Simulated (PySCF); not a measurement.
(3R)-1-fluoro-3-methylcyclobutene (C5H7F), SMILES C[C@H]1C=C(F)C1. Atoms are numbered in the order given.

```xyz
13

C     -2.2338     0.1342     0.1992
C     -0.8310    -0.1378     0.7250
C      0.0589    -1.0672    -0.1026
C      0.9475    -0.0894    -0.3106
F      2.1043    -0.0277    -0.9586
C      0.2425     0.9880     0.4597
H     -2.7293     0.9322     0.7762
H     -2.8625    -0.7687     0.2667
H     -2.2020     0.4424    -0.8588
H     -0.8685    -0.4149     1.7934
H     -0.0200    -2.1142    -0.3962
H      0.7654     1.3645     1.3541
H     -0.1265     1.8414    -0.1324
```

Geometry optimised at B3LYP-D3(BJ)/def2-SVP.

These are B3LYP-D3(BJ)/def2-SVP (PySCF 2.14.0) values and carry that method's errors.

Frequencies are harmonic and unscaled.

Problem. Give all harmonic wavenumbers and intensities. (Estimate from the structure and the level; the computed values follow.)

Solution. 
```csv
mode,ν (cm⁻¹),IR (km/mol),Raman (Å⁴/amu),depolarisation,moving atoms (share of kinetic energy)
1,141,0.1,0.3,0.70,"C 51 %, F 28 %, H 21 %"
2,252,0.0,0.1,0.61,"H 87 %, C 8 %"
3,312,0.3,1.4,0.74,"C 51 %, H 40 %, F 10 %"
4,441,3.7,1.8,0.68,"C 57 %, H 25 %, F 18 %"
5,445,3.9,3.4,0.75,"C 55 %, H 29 %, F 16 %"
6,455,1.4,2.4,0.29,"C 51 %, H 43 %"
7,651,7.3,5.1,0.44,"C 44 %, F 39 %, H 17 %"
8,785,8.4,3.4,0.25,"C 56 %, H 40 %"
9,838,29.4,3.0,0.73,"H 65 %, C 35 %"
10,884,2.3,11.8,0.73,"C 53 %, H 47 %"
11,926,5.5,2.0,0.73,"H 79 %, C 21 %"
12,989,28.4,7.9,0.09,"C 78 %, H 17 %"
13,1036,10.7,2.7,0.45,"H 57 %, C 38 %"
14,1065,1.1,7.3,0.74,"H 71 %, C 29 %"
15,1079,3.2,7.5,0.75,"H 65 %, C 35 %"
16,1160,0.7,3.4,0.15,"H 53 %, C 47 %"
17,1176,2.5,3.3,0.55,"H 63 %, C 37 %"
18,1209,5.0,4.9,0.56,"H 63 %, C 36 %"
19,1235,16.3,4.5,0.42,"H 55 %, C 40 %"
20,1339,135.0,1.3,0.74,"C 68 %, H 28 %"
21,1359,17.0,6.7,0.73,"H 51 %, C 46 %"
22,1397,2.3,2.5,0.75,"H 72 %, C 28 %"
23,1454,5.3,18.1,0.60,"H 84 %, C 16 %"
24,1467,4.9,15.2,0.66,H 94 %
25,1470,2.7,17.0,0.75,H 95 %
26,1743,149.6,21.0,0.08,C 93 %
27,3021,25.8,113.3,0.01,H 97 %
28,3035,26.8,126.9,0.40,H 92 %
29,3046,24.4,177.4,0.08,H 95 %
30,3102,14.5,82.6,0.74,"H 90 %, C 10 %"
31,3105,18.1,94.0,0.75,"H 90 %, C 10 %"
32,3106,33.5,58.4,0.62,"H 91 %, C 9 %"
33,3228,3.3,116.5,0.29,"H 91 %, C 9 %"
```
